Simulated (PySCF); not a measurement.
Removing an electron from `C=N[Si@H](C)CC`

Compound: C4H11NSi.
Z-matrix (Å and degrees, PBE0-D3(BJ)/def2-SVP geometry), rows numbered from 1:
```
C 
N   1  1.2606
Si  2  1.7640  1  125.11
C   3  1.8705  2  107.99  1  -121.29
C   3  1.8785  2  107.04  1   118.35
C   5  1.5258  3  114.23  2   -58.44
H   1  1.1075  2  120.66  3  -179.22
H   1  1.1134  2  124.47  3     0.68
H   3  1.5082  2  109.90  1    -0.80
H   4  1.1011  3  110.77  2  -177.10
H   4  1.1006  3  111.23  2    62.57
H   4  1.1010  3  110.25  2   -57.21
H   5  1.1046  3  107.67  2   178.01
H   5  1.1042  3  107.29  2    64.44
H   6  1.1013  5  111.93  3  -179.52
H   6  1.1021  5  111.60  3   -59.29
H   6  1.1012  5  111.12  3    60.37
```

Level: CAM-B3LYP/def2-SVPD (PySCF). Frontier orbitals with their largest atomic shares (Löwdin; up to four atoms above 4 %):

```
orbital  ε (eV)                            main atoms
 HOMO−3  -11.08  C6 25 %, C5 22 %, H17 12 %, H13 10 %
 HOMO−2  -10.20    C4 26 %, Si3 24 %, H9 17 %, C5 6 %
 HOMO−1   -9.48    C5 31 %, Si3 18 %, C6 10 %, C4 9 %
   HOMO   -8.33                                     ?
   LUMO    0.45      C1 40 %, N2 34 %, H7 7 %, H8 7 %
 LUMO+1    1.49     Si3 20 %, C4 14 %, C6 8 %, C1 8 %
 LUMO+2    1.63    C1 13 %, C6 13 %, C4 11 %, Si3 6 %
```

Q: What vertical ionisation energy does ΔSCF give, and how far is −ε(HOMO) from it?

A: ΔSCF: 9.10 eV (878 kJ/mol; threshold wavelength 136 nm); ⟨S²⟩ of the doublet left behind is 0.762, against 0.75 for a pure doublet. −ε(HOMO) is 8.33 eV, 0.77 eV below it. For the exact functional −ε(HOMO) would equal the first vertical ionisation energy; CAM-B3LYP (range-separated hybrid) falls short of its own ΔSCF value by 8 %. Holes in the HOMO−1 and HOMO−2 were tried too where these lie within 1.2 eV of the HOMO; the lowest converged state counts.

Q: On which atoms does the HOMO lie?

A: N2 (C=N nitrogen) 58 %, C1 (C=N carbon) 16 %, Si3 (SiH silicon) 9 %, H8 (hydrogen on a C=N carbon) 6 %, so more than half of it is on one atom. The HOMO−1 lies 1.15 eV lower.

Q: What total energies stand behind the ΔSCF value?

A: E(N) = -502.94730 Eh and E(N − 1) = -502.61299 Eh at the same geometry, 0.33431 Eh apart.

Q: How many of the 10 lowest singlet excitations (vertical TDDFT, same level) lie below the ionisation energy?

A: All 10; they run from 4.09 to 8.25 eV.

Q: What kinetic energy would electrons from this vertical process carry with He I light (21.218 eV)?

A: 21.22 − 9.10 = 12.12 eV.

One conformer (not necessarily the lowest) at the PBE0-D3(BJ)/def2-SVP geometry, without solvent, vibrations or thermal averaging.
